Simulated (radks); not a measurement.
Problem. The mean radii <r> (bohr) of the occupied orbitals of an atom or ion are listed with their occupations. Method: Dirac Kohn-Sham, PBE, spin-unpolarised, spherical densities, finite nucleus; Fermi nuclear charge, rms radius of each element as measured or else 0.836 A^(1/3) + 0.57 fm; computed with a radial shooting solver on a logarithmic mesh with Libxc functionals.

orbital  occ.      <r>
1s1/2       2  0.02722
2s1/2       2   0.1168
2p1/2       2  0.09846
2p3/2       4   0.1041
3s1/2       2   0.3138
3p1/2       2   0.3040
3p3/2       4   0.3155
3d3/2       4   0.2865
3d5/2       6   0.2901
4s1/2       2   0.7399
4p1/2       2   0.7726
4p3/2       4   0.8007
4d3/2       4   0.9126
4d5/2       6   0.9238
5s1/2       2    1.887
5p1/2       2    2.187
5p3/2       1    2.274
6s1/2       1    4.830

Name the element and its charge. Open shells, if any, fill j = l - 1/2 first.

Solution. Z = 53, iodine, charge +1: I+ in [Kr] 4d10 5s2 5p3 6s1. The 1s radius gives Z: for a bare nucleus <r> = (2 gamma + 1)/(2Z) with gamma = sqrt(1 - (Z/c)^2), 0.02683 bohr for Z = 53, and screening makes it slightly larger (0.02722 here). The occupations add up to 52, and the charge is Z minus that.
